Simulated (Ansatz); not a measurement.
`F[SiH](S)[GeH3]` + `CF` → `FC[SiH](F)S` + GeH₄  (formal exchange of groups at the Si–Ge bond)

Gas-phase electronic energies from Ansatz, PBE0-D4/def2-TZVP geometries. CCSD(T)/CBS adds triple-zeta CCSD(T) − MP2 to the extrapolated MP2 energy (def2 sets, frozen cores). This one scheme is used for every species. Functionals use def2-TZVPP. B3LYP here is the variant with VWN-RPA as its local correlation; programs differ in this. For Ge outer-core shells are correlated without core-valence functions, which leaves a few kJ/mol of doubt a bond. Scalar relativity is left out up to krypton. Each species was taken in one conformer, which may not be the lowest.

Q: Is it downhill or uphill in electronic energy at CCSD(T)/CBS, and by how much? (Best estimate.)

A: Computed: Uphill: ΔE = +28.4 kJ/mol.

Q: What do these levels give: B3LYP-D4, ωB97X-V, PBE0, CCSD/def2-TZVPP, HF/def2-QZVPP, SCS-MP2/def2-QZVPP? (Best estimate.)

A: Computed: B3LYP-D4 27.4, ωB97X-V 23.1, PBE0 30.9, CCSD/def2-TZVPP 25.8, HF/def2-QZVPP 22.6, SCS-MP2/def2-QZVPP 25.6 kJ/mol.

Largest T1 diagnostic among the species: 0.012.

In def2-TZVPP, CCSD(T) changes the Hartree–Fock value by +3.1 kJ/mol (the triples alone add +0.2 kJ/mol) and MP2 by +3.3 kJ/mol.
